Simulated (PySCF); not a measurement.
Compound: C9H7N3.
Z-matrix (Å and degrees, GFN2-xTB geometry), rows numbered from 1:
```
C 
C   1  1.3854
C   2  1.3819  1  120.35
C   3  1.3950  2  120.27  1    -0.08
C   4  1.4639  3  122.29  2  -179.98
C   5  1.4001  4  124.80  3     0.16
C   6  1.3843  5  115.59  4   180.00
N   7  1.3275  6  121.60  5    -0.04
N   8  1.2917  7  119.60  6     0.02
N   9  1.2820  8  122.82  7     0.02
C   4  1.3971  3  118.95  2     0.07
C  11  1.3805  4  120.48  3    -0.01
H   1  1.0799  2  120.00  3   179.99
H   2  1.0800  1  119.97  3  -179.99
H   3  1.0794  2  118.90  1   179.92
H   6  1.0778  5  123.08  4     0.02
H   7  1.0817  6  122.49  5   180.00
H  11  1.0787  4  118.39  3  -180.00
H  12  1.0798  1  120.03  2  -179.98
```

Definitions: NICS(0) = −σiso at the ring centroid; NICS(1) = −σiso and NICS(1)zz = −σzz at ±1 Å along the ring normal z. Level: GIAO PBE0/pcSseg-1 (PySCF, non-relativistic, gas phase) on the GFN2-xTB geometry, one conformer.

Ring bond lengths (Å), with Mayer bond orders in brackets: C1–C2 1.385 (1.43), C2–C3 1.382 (1.46), C3–C4 1.395 (1.40), C4–C11 1.397 (1.43), C11–C12 1.381 (1.43), C12–C1 1.386 (1.42); C5–C6 1.400 (1.28), C6–C7 1.384 (1.41), C7–N8 1.327 (1.42), N8–N9 1.292 (1.36), N9–N10 1.282 (1.40), N10–C5 1.342 (1.37).

Problem. Give the NICS values of each ring in ppm.

Solution. 
```
               ring                                                 type  NICS(0)  NICS(1), two faces  NICS(1)zz, two faces  rms pucker (Å)  centre to ring atoms, mean (Å)
C1–C2–C3–C4–C11–C12     6-membered carbocycle; formal bonds all aromatic     -6.8       -10.2 / -10.2         -25.6 / -25.6            0.00                            1.39
 C5–C6–C7–N8–N9–N10  6-membered ring with 3 N; formal bonds all aromatic     -2.2       -10.0 / -10.0         -23.3 / -23.3            0.00                            1.34
```

Problem. What can be read from them?

Solution. 
- C1–C2–C3–C4–C11–C12: mean NICS(1)zz -25.6 ppm, shielded. For a flat ring without four-coordinate atoms the NICS criterion counts such a value as aromatic.
- C5–C6–C7–N8–N9–N10: mean NICS(1)zz -23.3 ppm, shielded. The ring is flat and has no four-coordinate atom; by the NICS criterion it is aromatic. NICS(0) lies 8 ppm above the mean NICS(1).

Problem. What does the geometric index give? HOMA = 1 − mean of α(R − Ropt)² over the ring bonds, with Krygowski's 1993 parameters (CC: Ropt 1.388 Å, α 257.7 Å⁻²; CN: Ropt 1.334 Å, α 93.52 Å⁻²; NN: Ropt 1.309 Å, α 130.33 Å⁻²).

Solution. 
- C1–C2–C3–C4–C11–C12: HOMA 0.99 = 1 − EN − GEO, with mean bond length 1.388 Å, EN = α(Ropt − mean)² = 0.000 and GEO = α × variance = 0.010. The geometric and the magnetic index point the same way.
- C5–C6–C7–N8–N9–N10: HOMA 0.97; the largest term is that of N9–N10, α(R − Ropt)² = 0.10. The geometric and the magnetic index point the same way.
